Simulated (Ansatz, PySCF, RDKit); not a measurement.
Pair of molecules: SiH4 (SMILES [SiH4]) (first 5 atoms) with CH2O2 (SMILES O=CO); geometry from B3LYP-D3(BJ)/def2-TZVP, rigid monomers moved along the line of their centres of mass till H4···H10 is 2.67 Å.
(charge 0, multiplicity 1):
```xyz
10

Si     0.10655    -0.31918     0.64220
H     -0.27518    -0.53061    -0.77428
H      0.68624    -1.55909     1.19231
H     -1.14325     0.00999     1.38021
H      1.04487     0.81482     0.74117
O      0.89259     0.29208     4.47712
C      0.01942     0.57661     5.24894
O     -1.27456     0.71790     4.93636
H      0.16773     0.75985     6.32063
H     -1.37370     0.54933     3.98085
```

Interaction energies are E(AB) − E(A) − E(B) at the monomers' geometry in the complex; basis-set methods are counterpoise corrected. Rows marked so take none. RDKit's UFF carries no charges.

Rows in 6-31G*, STO-3G carry no dispersion term and start afresh at each structure (6-31G* with six Cartesian d functions).

Programs: Ansatz (Gaussian basis) for Hartree–Fock, density functionals and correlated methods; PySCF for 6-31G* rows, STO-3G rows; RDKit for the force fields. 

Task: One of these levels gives -79.2 meV for the interaction energy. Name it.
A. r2SCAN/def2-TZVPPD
B. HF/STO-3G (no counterpoise)
C. UFF
D. B3LYP/6-31G* (no counterpoise)

Result: D, B3LYP/6-31G* (no counterpoise). The others give -34.4 (UFF), -16.0 (HF/STO-3G (no counterpoise)), -51.0 (r2SCAN/def2-TZVPPD)

Ansatz is a quantum-chemistry and plane-wave program.
